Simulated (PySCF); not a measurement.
**How methods differ on the excitation energy of Cr⁺**

Cr⁺ [Ar] 3d5 (6S) → Cr⁺ [Ar] 3d4 4s1 (6D), as a difference of total energies. Computed with PySCF 2.14 in dyall-av2z (16s12p7d2f, 101 functions), with the non-relativistic Hamiltonian (point nucleus). Correlated levels: valence: [Ar] frozen; virtual orbitals above 40 to 60 times the deepest correlated orbital energy dropped. The calculations carry no spin-orbit coupling.

```csv
method,excitation energy (eV),difference from reference (eV)
UHF,1.015,-0.507
LDA,2.002,+0.480
PBE,1.857,+0.335
PBE0,1.791,+0.269
r2SCAN,1.726,+0.204
B2PLYP,1.644,+0.122
CAM-B3LYP,1.748,+0.226
MP2 (valence),1.616,+0.094
SCS-MP2 (valence),1.215,-0.307
```

Reference: 1.522 eV (measured; NIST levels, between the centres of gravity of the two terms).

These non-relativistic numbers lack the scalar-relativistic shift.

Errors of the correlated levels include the incompleteness of this basis and the frozen core.
